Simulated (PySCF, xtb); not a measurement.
C2H12OSi3, SMILES [SiH3][SiH2][SiH2]OCC.

GFN2-xTB (xtb) at its own geometry gives an orbital gap of 3.86 eV and a dipole moment of 1.00 D.

Geometry: r2SCAN-D4/def2-SVP. This is a generated structure with no PubChem entry under its InChIKey; it may be hypothetical. Other conformers were not sampled.

Q: What does PySCF with CAM-B3LYP/def2-TZVP give? (An estimate is asked for; the answer gives what the named calculation found.)

A: gap 9.38 eV (levels -8.78 and 0.60 eV), dipole 1.08 D.
